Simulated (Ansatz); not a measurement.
Species: C4H2FO, charge 0, multiplicity 2. It need not be the lowest isomer of its formula. 
Coordinates optimised at B3LYP-D3(BJ)/def2-TZVP (Ansatz, a quantum-chemistry and plane-wave program):
```xyz
8

F      1.9972     0.0703     0.0977
C      0.6981    -0.1103     0.0517
C     -0.0973    -1.1862     0.1494
C     -1.4460    -0.7485     0.0202
C     -1.3575     0.5947    -0.1502
O     -0.0413     1.0039    -0.1331
H     -2.3454    -1.3382     0.0489
H     -2.0825     1.3753    -0.2907
```
Charge 0, spin multiplicity 2.

Quantity: atomisation energy (electronic, to ground-state atoms), in kcal/mol. Correlated levels leave the core frozen unless marked. UHF or UKS for open shells. No spin-orbit coupling. No relativistic terms. The coupled-cluster limit lacks core correlation, which all-electron functionals hold. Basis-set limits of correlation are two-point, X^-3; Hartree-Fock from the larger set. [CCSD(T)-MP2]/basis is that difference in the basis named.

| level | program | atomisation energy (kcal/mol) |
|---|---|---|
| HF/STO-3G | Ansatz | 652.4 |
| HF/6-31G | Ansatz | 521.8 |
| r2SCAN/def2-TZVPD | Ansatz | 885.8 |
| r2SCAN-D3(BJ)/def2-TZVPD | Ansatz + dftd3 | 886.7 |
| r2SCAN-D4/def2-TZVPD | Ansatz + dftd4 | 886.7 |
| B3LYP-D3(BJ)/def2-TZVPD | Ansatz + dftd3 | 871.7 |
| PBE0-D3(BJ)/def2-TZVP | Ansatz + dftd3 | 891.8 |
| PBE0/def2-QZVPP | Ansatz | 889.3 |
| r2SCAN0/def2-TZVPD | Ansatz | 859.5 |
| HSE06-D4/def2-TZVPD | Ansatz + dftd4 | 892.9 |
| CAM-B3LYP/def2-TZVPD | Ansatz | 873.8 |
| B2GP-PLYP-D3(BJ)/def2-TZVPD | Ansatz + dftd3 | 863.3 |
| B2PLYP-D4/def2-TZVPD | Ansatz + dftd4 | 866.8 |
| B2PLYP/def2-TZVPD | Ansatz | 864.1 |
| MP2/6-31G | Ansatz | 718.5 |
| MP2/6-31G* | Ansatz | 828.2 |
| SCS-MP2/STO-3G | Ansatz | 772.1 |
| SCS-MP2/6-31G | Ansatz | 708.8 |
| CCSD(T) with core electrons/cc-pwCVTZ | Ansatz | 848.4 |
| RI-MP2/CBS(cc-pVTZ,cc-pVQZ)+[CCSD(T)-MP2]/cc-pVDZ | Ansatz | 868.3 |
| CCSD(T)/CBS(cc-pVTZ,cc-pVQZ) | Ansatz | 868.0 |

The UHF reference is spin-contaminated (<S^2> 0.30 over the pure value in the largest basis).
